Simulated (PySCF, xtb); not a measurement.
C₄H₁₂O₂Si, SMILES CO[Si](OC)(C)C.

Geometry optimised at B3LYP-D3(BJ)/def2-SVP. The isomer is the one that the SMILES or the coordinates give; other isomers of the formula were not compared. One conformer was computed; it need not be the lowest.

Computed with PySCF with C-PCM-M06-2X/def2-SVP.

The values are the electrostatic part of the solvation free energy, E(continuum) − E(gas) at the gas-phase geometry, in a cavity of scaled van der Waals radii (PySCF's table); cavitation and dispersion terms are not included. In vacuum the orbital gap is 11.02 eV. The dipole moment in vacuum is 1.67 D.

Problem. Estimate the values in water (ε = 78.36), diethylether (ε = 4.24), 2-propanol (ε = 19.26). (The exact figures need the calculation; the answer reports its results.)

Solution. 
| solvent | ε | ΔG(elec) (kcal/mol) | dipole (D) | gap (eV) |
|---|---|---|---|---|
| water | 78.36 | -4.3 | 2.25 | 11.20 |
| diethylether | 4.24 | -3.3 | 2.09 | 11.16 |
| 2-propanol | 19.26 | -4.2 | 2.22 | 11.19 |

For comparison, GFN2-xTB/ALPB(water) (xtb, at the GFN2-xTB geometry, all terms of that model) gives -1.7 kcal/mol.
